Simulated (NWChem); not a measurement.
System: GeS, singlet; SMILES [S]=[Ge]

```xyz
2

Ge     0.0000     0.0000    -0.6825
S      0.0000     0.0000     1.3608
```
Atoms are numbered in this order, from 1.

Low-valent species are run as closed-shell singlets; no triplet was tried in these runs. All runs use the structure optimised with PBE-D3(BJ)/def2-SVP.

Task: Give the principal values of the shielding tensors (ppm) of Ge1, S2 from PBE0/pcSseg-2, GIAO (NWChem), with their diamagnetic and paramagnetic parts as GIAO splits them.

Result: 
```
atom     σ11     σ22     σ33  isotropic  diamagnetic  paramagnetic
----  ------  ------  ------  ---------  -----------  ------------
Ge1   -930.1  -930.1  2762.0      300.6       2758.0       -2457.4
S2    -933.3  -933.3  1062.7     -267.9       1058.0       -1326.0
```
